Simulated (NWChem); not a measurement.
System: AlH3SeO; SMILES [OH][AlH][SeH]

```xyz
6

Al    -0.4733    -1.1473     0.0003
H     -1.9713    -1.6531    -0.0003
O      0.8648    -2.1998     0.0001
H      0.8385    -3.1577    -0.0005
Se     0.0119     1.1094     0.0018
H      1.4546     0.8204     0.0019
```
Atoms are numbered in this order, from 1.

All runs: NWChem. Pople sets run with spherical d functions. STO-3G and 3-21G are far too small for this property and stand as cheap habits. The geometry was optimised at PBE0/def2-SVP. Field at 589 nm.

```tsv
level	isotropic polarisability (bohr³)	anisotropy (bohr³)
B3LYP/STO-3G	23.7	27.2
B3LYP/6-31G*	50.3	27.9
B3LYP/def2-SVP	49.9	27.0
B3LYP/def2-SVPD	64.5	…
B3LYP/aug-cc-pVDZ	64.4	23.3
```

Some entries are withheld; supply them.


- B3LYP/def2-SVPD, anisotropy (bohr³): 21.8
